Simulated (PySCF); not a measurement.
Constitutional and geometric isomers with formula C4H3N. Isolated molecules, 0 K electronic values unless said otherwise. Strings in code marks are SMILES.

Level of theory: M06-2X/def2-TZVP // B3LYP-D3(BJ)/def2-TZVP run with PySCF. All candidates: neutral, multiplicity 1. Delta-SCF ions had no search for a lower state. 

```json
{
  "dipole_moment": "1.56 D",
  "HOMO–LUMO gap": "6.49 eV",
  "vertical ionisation energy (Delta-SCF)": "8.64 eV"
}
```

**Question.** Name which member has these values.
A) `C#CN=C=C`
B) `N=C=C1C=C1`
C) `C=C=C=C=N`
D) `C#CNC#C`

**Answer.** C, `C=C=C=C=N`. The others give `N=C=C1C=C1`: 3.35 D, 6.84 eV, 7.80 eV; `C#CNC#C`: 1.10 D, 8.71 eV, 8.80 eV; `C#CN=C=C`: 1.30 D, 7.65 eV, 9.23 eV
